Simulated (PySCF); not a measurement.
## Orbital picture of ErCl

M06-L at R = 2.453 Å; Er x2c-SVPall, Cl x2c-SVPall; spin-free X2C with a Gaussian nucleus (PySCF 2.14). State: quartet, about 11.6 electrons in the 4f shell (Mulliken), real f orbitals that mix terms. Only the outer orbitals are listed, counted within each symmetry.

```tsv
spin	orbital	occ.	ε (eV)	on Er (%)	main shells (%)
α	9π	1	-6.19	96	95 Er f
α	18σ	1	-4.14	97	81 Er s, 8 Er d
α	4δ	0	-1.62	100	100 Er d
α	4δ	0	-1.60	100	100 Er d
α	10π	0	-1.43	99	50 Er d, 50 Er p
β	1φ	1	-5.65	100	100 Er f
β	17σ	1	-5.50	99	98 Er f
β	3δ	1	-4.80	100	100 Er f
β	9π	1	-4.38	99	99 Er f
β	18σ	1	-3.83	100	57 Er f, 38 Er s
β	19σ	0	-3.42	98	44 Er s, 42 Er f
β	1φ	0	-3.27	100	100 Er f
β	9π	0	-2.96	100	99 Er f
```

Q: Which are the highest filled and the lowest empty level, where do they sit, and how wide is the gap?

A: Highest filled β 18σ at -3.83 eV (in %: 57 Er f, 38 Er s); lowest empty β 19σ at -3.42 eV (in %: 44 Er s, 42 Er f); the gap at M06-L is 0.41 eV.

- bond order (Mayer): 1.11
- ⟨S²⟩: 3.763
- charge on Er (Mulliken, basis-dependent): 0.38
- charge on Er (Löwdin, basis-dependent): 0.05
- dipole moment (positive dipole means Er(−)Cl(+)): -3.80 D

Spin–orbit coupling is left out. The state is the lowest single determinant that the PBE0 search found; with open d or f shells the true ground state can be another one.
